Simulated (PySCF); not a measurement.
Mapped SMILES: `[BH2:1][BH:2][CH2:3][BH:4][S:5][BH2:6]` (H(Xn): hydrogen on atom n).

Geometry: PBE0-D3(BJ)/def2-SVP; GIAO absolute shieldings from PySCF 2.14.0 with density-fitted response routines, gas phase, non-relativistic, averaged over equivalent atoms.

At BLYP/pcSseg-1 (149 basis functions, 19 s wall time on 1 thread of an Arm Neoverse V1, shared host):
```csv
atoms,σ (ppm)
B1,-13.1
B2,-4.6
B6,13.8
B4,14.3
C3,123.0
S5,235.8
H(B1),21.82
H(B2),22.18
H(B4),23.82
H(B6),23.89
H(C3),27.96
```

Question: Estimate the result of repeating the calculation with PBE0/cc-pVTZ.

Answer: 
```tsv
atoms	σ at PBE0/cc-pVTZ	change
B1	-2.0	+11.1
B2	6.2	+10.8
B6	25.9	+12.1
B4	26.8	+12.5
C3	137.3	+14.3
S5	327.1	+91.3
H(B1)	21.61	-0.21
H(B2)	21.89	-0.29
H(B4)	23.44	-0.38
H(B6)	23.67	-0.22
H(C3)	27.80	-0.16
```

The largest change is at S5 (sulfur bonded to 2 B). Cost: 296 basis functions, 80 s wall time on 1 thread of an Arm Neoverse V1, shared host.

A carbon bonded to boron is broadened by the quadrupolar boron nucleus and is often missing from a measured spectrum.
